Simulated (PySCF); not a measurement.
GeSe, SMILES [Se]=[Ge] (connectivity only; charge and spin as stated), neutral, multiplicity 1. Heavy atoms are numbered as in [Ge:1]=[Se:2].

The structure is a stationary point at B3LYP-D3(BJ)/def2-TZVP.

These are PBE/def2-TZVPD (PySCF) values and carry that method's errors.

Mulliken values depend strongly on the basis, most of all with diffuse functions as here. ESP charges are fitted to the potential on shells at 1.4 to 2.0 van der Waals radii. Atomic charges (e), one atom of each kind:

```csv
atom,Mulliken,ESP fit,meta-Löwdin
Ge1,0.23,0.17,0.20
Se2,-0.23,-0.17,-0.20
```
